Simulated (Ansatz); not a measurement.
Steps of a relaxation of CH₄BrFOSi, SMILES `O[SiH2]C(F)Br` with RKS PBE-D4/def2-SVP.

```sh
$ ansatz run in.yaml --threads 4 --pin off --events-out ev --progress --plain --max-ram 10444MiB
```

```yaml
crystal:
  periodic: [false, false, false]
  atoms:
    - {symbol: O, position_ang: [-1.779100, 0.344800, 0.405700]}
    - {symbol: Si, position_ang: [-0.576700, -0.584500, -0.116100]}
    - {symbol: C, position_ang: [1.056800, 0.216400, -0.145600]}
    - {symbol: F, position_ang: [1.440200, 0.732700, 1.099400]}
    - {symbol: Br, position_ang: [1.143900, 1.658800, -1.448600]}
    - {symbol: H, position_ang: [-1.675200, 0.893800, 1.218000]}
    - {symbol: H, position_ang: [-0.897500, -1.111900, -1.452700]}
    - {symbol: H, position_ang: [-0.521100, -1.739900, 0.785200]}
    - {symbol: H, position_ang: [1.897300, -0.456500, -0.362400]}
basis:
  gaussian: {orbitals: def2-SVP}
hamiltonian: {xc: pbe, dispersion: d4}
relax: {f_tol: 0.03, max_steps: 200}
```

Positions (Å) and forces (eV/Å) along the path, 7 of 7 steps:

```xyz
9
step=1 energy=-83754.2525 eV
O    -1.779    0.345    0.406   -1.589    2.054    1.038
Si   -0.577   -0.585   -0.116   -0.420   -1.766   -0.285
C     1.057    0.216   -0.146    2.259    0.942    0.820
F     1.440    0.733    1.099   -0.607    0.048    0.103
Br    1.144    1.659   -1.449   -0.056    0.250   -0.370
H    -1.675    0.894    1.218   -0.040   -0.443   -0.611
H    -0.897   -1.112   -1.453   -0.064    0.042   -0.512
H    -0.521   -1.740    0.785    0.425   -0.672    0.501
H     1.897   -0.457   -0.362    0.092   -0.456   -0.685
9
step=2 energy=-83754.5011 eV
O    -1.794    0.389    0.387   -0.824    0.850    0.281
Si   -0.593   -0.611   -0.094   -0.077   -1.026   -0.214
C     1.084    0.207   -0.132    1.042    0.437    0.596
F     1.405    0.702    1.138   -0.215   -0.080   -0.363
Br    1.114    1.662   -1.448    0.014    0.137   -0.076
H    -1.694    0.927    1.193    0.059   -0.130   -0.101
H    -0.890   -1.076   -1.480   -0.080   -0.025   -0.034
H    -0.454   -1.775    0.843    0.077   -0.123    0.071
H     1.911   -0.473   -0.424    0.005   -0.041   -0.160
9
step=3 energy=-83754.5605 eV
O    -1.805    0.422    0.364   -0.219    0.083   -0.100
Si   -0.608   -0.640   -0.090    0.118   -0.158   -0.060
C     1.113    0.207   -0.125    0.171    0.118    0.238
F     1.406    0.697    1.142   -0.060   -0.159   -0.249
Br    1.126    1.700   -1.418   -0.032    0.015   -0.025
H    -1.699    0.941    1.176    0.107   -0.012    0.088
H    -0.938   -1.116   -1.470   -0.015    0.007    0.053
H    -0.452   -1.804    0.862   -0.019    0.061   -0.004
H     1.947   -0.453   -0.458   -0.050    0.045    0.058
9
step=4 energy=-83754.5659 eV
O    -1.800    0.432    0.352   -0.104    0.003   -0.098
Si   -0.607   -0.645   -0.098    0.075    0.025    0.040
C     1.119    0.209   -0.123   -0.052   -0.070    0.052
F     1.399    0.677    1.147    0.002   -0.003   -0.088
Br    1.108    1.709   -1.412    0.012    0.004    0.029
H    -1.683    0.940    1.172    0.090   -0.031    0.045
H    -0.949   -1.130   -1.470    0.002   -0.001    0.023
H    -0.453   -1.792    0.871   -0.020    0.024   -0.009
H     1.954   -0.446   -0.457   -0.004    0.049    0.006
9
step=5 energy=-83754.5681 eV
O    -1.798    0.439    0.341   -0.036   -0.012   -0.053
Si   -0.607   -0.649   -0.099    0.019    0.073    0.054
C     1.119    0.205   -0.122   -0.050   -0.055   -0.067
F     1.398    0.670    1.144    0.019    0.024    0.072
Br    1.102    1.716   -1.399   -0.006    0.014   -0.006
H    -1.669    0.935    1.168    0.058   -0.035    0.007
H    -0.952   -1.141   -1.467    0.010   -0.010   -0.001
H    -0.465   -1.787    0.881   -0.007    0.006   -0.006
H     1.961   -0.435   -0.464   -0.006   -0.004   -0.001
9
step=6 energy=-83754.5682 eV
O    -1.808    0.444    0.329    0.025    0.009    0.033
Si   -0.612   -0.643   -0.095    0.050   -0.099   -0.114
C     1.112    0.205   -0.123   -0.052    0.071    0.039
F     1.396    0.664    1.148    0.017    0.004   -0.007
Br    1.092    1.726   -1.391    0.000   -0.027    0.022
H    -1.631    0.921    1.158   -0.049    0.062    0.043
H    -0.938   -1.149   -1.461   -0.013   -0.012   -0.021
H    -0.473   -1.779    0.887   -0.009    0.017    0.023
H     1.951   -0.435   -0.469    0.032   -0.025   -0.019
9
step=7 energy=-83754.5696 eV
O    -1.800    0.444    0.331    0.001    0.004    0.005
Si   -0.609   -0.648   -0.101    0.000    0.009    0.024
C     1.113    0.205   -0.121   -0.001    0.011   -0.014
F     1.399    0.664    1.149   -0.005   -0.010   -0.007
Br    1.091    1.725   -1.389   -0.002   -0.002    0.006
H    -1.642    0.927    1.162   -0.005   -0.004   -0.011
H    -0.944   -1.153   -1.466    0.004    0.001   -0.001
H    -0.473   -1.778    0.888   -0.002   -0.004   -0.003
H     1.953   -0.433   -0.470    0.011   -0.004    0.002
```

Hardware: 4 threads of an Arm Neoverse V1 on a shared host. Wall time 11 s, peak host memory 0.19 GiB.
